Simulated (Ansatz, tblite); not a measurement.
Cost and result up the ladder for [Cu(NH3)2]+ (CuN2H6⁺) (9 atoms). Total charge 1; singlet. Geometry: PBE0-D4/def2-TZVP.

```xyz
9

Cu    0.000    0.000    0.000
N    -0.359    1.768    0.669
H    -1.048    2.260    0.105
H     0.475    2.350    0.683
H    -0.720    1.753    1.620
N     0.359   -1.768   -0.669
H    -0.460   -2.369   -0.627
H     1.092   -2.237   -0.141
H     0.662   -1.757   -1.640
```

Ansatz on 2 threads of Intel Xeon Platinum 8259CL on a shared host; xTB runs through tblite on one thread. Times are rough, summed over both states, and most runs start from the orbitals of an earlier one. PBE0-D4/def2-TZVP serves as the yardstick here, not as an exact answer. The other state is a triplet.

The xTB rows come from tblite.

xTB has no spin-polarisation term.

| level | functions | vertical triplet (eV) | difference from PBE0-D4/def2-TZVP (eV) |
| --- | --- | --- | --- |
| PBE-D4/def2-TZVP | 143 | 4.95 | 0.26 |
| PBE0-D4/def2-TZVP | 143 | 4.69 | 0.00 |
| r2SCAN-D4/def2-TZVP | 143 | 4.77 | 0.08 |
| GFN1-xTB | 29 | 6.16 | 1.47 |
| GFN2-xTB | 23 | 8.24 | 3.55 |

Task: Estimate how long each takes.

Result: GFN2-xTB 0.015 s; GFN1-xTB 0.02 s; PBE-D4/def2-TZVP 8.3 s; r2SCAN-D4/def2-TZVP 13 s; PBE0-D4/def2-TZVP 16 s. On shared hardware such times vary by a factor of up to 3.
